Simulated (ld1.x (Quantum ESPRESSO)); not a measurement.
Configuration tests for cobalt (PAW)

- Element: Co
- Generator: ld1.x (Quantum ESPRESSO) 7.5
- Type: PAW
- Functional: PBE
- Relativity: fully relativistic
- Frozen core: [Ne]
- Valence charge: 17
- Reference configuration: 3s2 3p6 3d7 4s2 4p0
- Partial waves: 3s (bound): rcut 1.40, rcutus 1.60 bohr; 4s (bound): rcut 1.40, rcutus 1.60 bohr; 3p (bound): rcut 1.15, rcutus 1.35 bohr; 4p (bound, empty): rcut 1.15, rcutus 1.35 bohr; 3d (bound): rcut 1.40, rcutus 1.75 bohr; 3d channel at 0.25 Ry: rcut 1.40, rcutus 1.75 bohr
- Local potential: all-electron potential smoothed inside 1.60 bohr (lloc = -1)
- Core correction: Bessel-smoothed model core, default radius (core density twice the valence density)
- Augmentation charge: BESSEL, radius 1.25 bohr

Open shells are filled in proportion to 2j + 1 (rel_dist='average').

Energies are relative to the spin-unpolarised reference configuration 3s2 3p6 3d7 4s2 4p0; without spin polarisation the order of configurations can differ from experiment. Not all tests gave a result: test run stopped at test 6 of 7 (negative rho), 2 before it not solved. Left out of the table: 3s2 3p6 3d6 4s0 4p0 (solver errors, printed error -2728 eV); 3s2 3p6 3d8 4s0 4p0 (solver errors, printed error -3300 eV).

```tsv
valence configuration	charge	ΔE all-electron (eV)	error AE − PS (meV)
3s2 3p6 3d7 4s1 4p0	+1	9.030	+9.6
3s2 3p6 3d7 4s0 4p0	+2	25.816	+20
3s2 3p6 3d7 4s0 4p2	0	8.977	+21
```

Levels in the configuration 3s2 3p6 3d7 4s1 4p0:

```
   level  all-electron (eV)  pseudo (eV)
3s j=1/2           -111.199     -111.149
3p j=1/2            -75.695      -75.667
3p j=3/2            -73.845      -73.818
3d j=3/2            -17.075      -17.042
3d j=5/2            -16.881      -16.848
4s j=1/2            -12.761      -12.740
```

The ghost test of this file was not conclusive.
